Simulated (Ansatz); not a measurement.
`C=[N][AlH][CH2]C` and `C[CH2][AlH][OH]` differ in one atom or group.

Ansatz, PBE0-D4/def2-TZVP geometries, multiplicity 1. Each molecule was computed in one conformer, which needn't be the lowest.

| property | `C=[N][AlH][CH2]C` |
| --- | --- |
| HOMO–LUMO gap (ωB97M-V/def2-TZVPP) / eV | 10.07 |
| HOMO–LUMO gap (PBE0/def2-TZVPP) / eV | 5.80 |
| HOMO energy (B3LYP/def2-TZVPP) / eV | -6.37 |
| HOMO energy (ωB97M-V/def2-TZVPP) / eV | -8.87 |
| LUMO energy (ωB97M-V/def2-TZVPP) / eV | 1.20 |
| HOMO energy (PBE/def2-TZVPP) / eV | -5.32 |

(1) What does the change do to each property? (Estimate.)

Results:

(1) The calculation gave: 
```tsv
property	`C[CH2][AlH][OH]`	shift
HOMO–LUMO gap (ωB97M-V/def2-TZVPP) / eV	10.84	0.77
HOMO–LUMO gap (PBE0/def2-TZVPP) / eV	7.07	1.27
HOMO energy (B3LYP/def2-TZVPP) / eV	-7.32	-0.95
HOMO energy (ωB97M-V/def2-TZVPP) / eV	-9.74	-0.87
LUMO energy (ωB97M-V/def2-TZVPP) / eV	1.10	-0.10
HOMO energy (PBE/def2-TZVPP) / eV	-6.23	-0.91
```

With PBE0 the HOMO falls by 0.94 eV and the LUMO rises by 0.33 eV, so the gap widens by about 1.27 eV. PBE moves the HOMO by -0.91 eV and ωB97M-V by -0.87 eV.

B3LYP here is the variant with VWN-RPA as its local correlation; programs differ in this.
